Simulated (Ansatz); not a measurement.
HBN (SMILES B=[N]), doublet, at a GFN2-xTB geometry.

Here is a job for Ansatz (a first-principles code).
Ansatz 0.2 input:
```yaml
crystal:
  periodic: [false, false, false]
  atoms:
    - {symbol: B, position_ang: [-0.00000000, -0.00000000, -0.57858715]}
    - {symbol: N, position_ang: [0.00000000, 0.00000000, 0.65947657]}
    - {symbol: H, position_ang: [-0.00000000, -0.00000000, -1.72340024]}
basis:
  gaussian:
    orbitals: 6-31G*
hamiltonian:
  xc: b3lyp
magnetization: {spin_polarized: true, initial_magnetization: 1}
```

Q: Estimate the number of basis functions that B3LYP/6-31G* in Ansatz returns for this input.

A: 32

Q: What total energy does B3LYP/6-31G* give?

A: -80.0875 Eh

Q: Estimate the <S^2> that B3LYP/6-31G* returns for this input.

A: 0.752
